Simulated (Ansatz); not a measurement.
One change: `N#CC(F)Br` becomes `FC(Cl)Br`.

Ansatz, PBE0-D4/def2-TZVP geometries, multiplicity 1. 

Scalar relativity is left out up to krypton.

| property | `N#CC(F)Br` |
| --- | --- |
| HOMO energy (B3LYP/def2-TZVPP) / eV | -8.81 |
| size of the dipole moment (ωB97M-V/def2-TZVPP) / D | 2.60 |
| ideal-gas entropy at 298 K and 1 bar (rigid rotor, harmonic PBE0-D4/def2-TZVP) / J/(mol·K) | 316 |
| LUMO energy (PBE/def2-TZVPP) / eV | -2.64 |
| HOMO energy (ωB97M-V/def2-TZVPP) / eV | -11.35 |
| zero-point energy (PBE0-D4/def2-TZVP) / kJ/mol | 75.8 |

Task: What does the change do to each property? (Estimate.)

Result: Computed: 
```
                                                                                  property  `FC(Cl)Br`  shift
                                                       HOMO energy (B3LYP/def2-TZVPP) / eV       -8.34   0.47
                                        size of the dipole moment (ωB97M-V/def2-TZVPP) / D        1.20  -1.40
ideal-gas entropy at 298 K and 1 bar (rigid rotor, harmonic PBE0-D4/def2-TZVP) / J/(mol·K)         305    -11
                                                         LUMO energy (PBE/def2-TZVPP) / eV       -1.94   0.70
                                                     HOMO energy (ωB97M-V/def2-TZVPP) / eV      -10.85   0.50
                                            zero-point energy (PBE0-D4/def2-TZVP) / kJ/mol        55.4  -20.4
```

With PBE0 the HOMO rises by 0.47 eV and the LUMO rises by 0.72 eV, so the gap widens by about 0.25 eV. PBE moves the HOMO by 0.45 eV and ωB97M-V by 0.50 eV. The zero-point energy changes by -20.4 kJ/mol with -3 modes. Dipoles are sizes alone; their direction can turn.

B3LYP here is the variant with VWN-RPA as its local correlation; programs differ in this.

Spin–orbit coupling is left out; it splits and shifts lone-pair levels of the heavy atoms by tenths of an eV.
